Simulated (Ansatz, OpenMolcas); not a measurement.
**Computed against measured: atomisation enthalpy at 298 K**

7 molecules with halogens; the atomisation enthalpy at 298 K in kJ/mol, computed less measured. Shapes, held fixed at every level: PBE0-D4/def2-TZVP. Thermal terms are harmonic and unscaled (PBE0-D4/def2-TZVP); the spin-orbit lowering of the free atoms is taken from their spectra. Programs: Ansatz 0.2.0, OpenMolcas 26.06. Measured values: Active Thermochemical Tables, CRC Handbook of Chemistry and Physics, NIST-JANAF tables.

Levels: A = M06-L/cc-pVDZ; B = B3LYP/6-31G* (spherical functions); C = CCSD/cc-pVDZ.

| molecule | from tabulated heats | A | B | C |
| --- | --- | --- | --- | --- |
| AsF3 (arsenic trifluoride) | 1326 | -44 | -22 | -245 |
| CBrClF2 (SMILES FC(F)(Cl)Br) | 1551 | -47 | -39 | -237 |
| CH2BrF (SMILES FCBr) | 1556 | -49 | -17 | -173 |
| SiCl4 (SMILES Cl[Si](Cl)(Cl)Cl) | 1598 | -34 | -159 | -279 |
| C2H3F3 (1,1,1-trifluoroethane) | 3070 | -53 | +16 | -287 |
| C2H4Cl2 (1,1-dichloroethane) | 2676 | -27 | -39 | -254 |
| C3H7F (SMILES CC(C)F) | 4049 | -50 | +13 | -312 |

Problem. Sum up the errors.

Solution. 
```
                             level                   kind  mean error  mean absolute error  worst case
                     M06-L/cc-pVDZ               meta-GGA       -43.4                 43.4      C2H3F3
B3LYP/6-31G* (spherical functions)          global hybrid       -35.3                 43.6       SiCl4
                      CCSD/cc-pVDZ  coupled cluster or CI      -255.3                255.3       C3H7F
```

On this set M06-L/cc-pVDZ has the smallest mean absolute error and CCSD/cc-pVDZ the largest. M06-L/cc-pVDZ is too low in 7 of 7; B3LYP/6-31G* (spherical functions) is too low in 5 of 7; CCSD/cc-pVDZ is too low in 7 of 7. The heats of C2H3F3 (1,1,1-trifluoroethane) come from older tables and can be uncertain by 10 kJ/mol or more. Heats of the atoms come from ATcT where it has them. The levels differ in basis as well as in method. The tabulated values of AsF3, C3H7F are in doubt (older tables, estimates, or at odds with other calculations) and kept here. Over the 5 molecules whose values aren't doubted the mean absolute errors are A 42.0; B 54.0; C 246.0. The smallest two are near a tie. A functional in a double-zeta set wins here by errors that cancel. For CCSD/cc-pVDZ the error tends to grow with the atomisation enthalpy. Correlated wave functions converge slowly with the basis. CCSD also lacks the triples, which bind further. Relativity is left out for As, Br. Outer-core shells of As, Br are correlated, in sets that cover them unevenly. The set is small.
